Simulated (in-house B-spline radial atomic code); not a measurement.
## CAM-B3LYP excitations of Te⁴⁺

Method: CAM-B3LYP. Computed with a B-spline radial code for spherical atoms: linear response of the closed shell [Kr] 4d10 5s2 with the functional's adiabatic kernel; scalar-relativistic (spin-free one-electron X2C), finite nucleus, no spin-orbit coupling, no double excitations, S, P, D and F terms only; shells from n = 3 respond. Only terms of natural parity with L up to 3 were computed.

Command:
```bash
python run_td.py task.json out
```
Settings (radii: box in bohr, nucleus in fm):
```
Z                        52
electrons                48
configuration            [Kr] 4d10 5s2
hamiltonian              x2c
method                   camb3lyp
box_radius               19.1
rms_radius               4.7423
intervals                71
```

Time taken, with all properties: 4.8 s on 1 thread of Arm Neoverse N1 (shared host).

The lowest states, in the order of their Tamm-Dancoff energies; the method's threshold (minus the highest occupied level) is 56.01 eV. Labels give the largest channel, * marks a mixed state, and oscillator strengths are full-response dipole values. Semilocal kernels can invert the small singlet-triplet splittings of Rydberg terms. Energies in eV:

```tsv
state	full response	Tamm-Dancoff	oscillator strength
5s → 5p 3P	10.092	10.216	-
5s → 5p 1P	13.857	14.401	1.58
5s → 5d 3D	26.320	26.332	-
5s → 5d 1D	27.405	27.431	-
5s → 6s 3S	29.435	29.438	-
5s → 6s 1S	?	?	-
5s → 4f 3F	31.56	31.59	-
5s → 4f 1F	32.49	32.50	-
5s → 6p 3P	33.61	33.62	-
5s → 6p 1P	33.88	33.92	0.0563
5s → 6d 3D	39.52	39.52	-
5s → 6d 1D	39.74	39.75	-
5s → 7s 3S	40.52	40.52	-
5s → 7s 1S	40.76	40.77	-
5s → 5f 3F	40.85	40.86	-
5s → 5f 1F	?	?	-
```

Question: Where does 5s → 6s 1S lie?

Answer: At 30.17 eV in full response, 30.20 eV in Tamm-Dancoff.

Question: Where does 5s → 5f 1F lie?

Answer: At 40.98 eV in full response, 40.99 eV in Tamm-Dancoff.

Question: How large is the singlet-triplet splitting of 5s → 5p (P terms) in Tamm-Dancoff?

Answer: 4.18 eV, from the unrounded values.

Question: What polarisabilities and dispersion coefficient does the method give?

Answer: Dipole 7.723 bohr³, quadrupole 17.23 bohr⁵, C6 32.16 hartree·bohr⁶ for two such species.
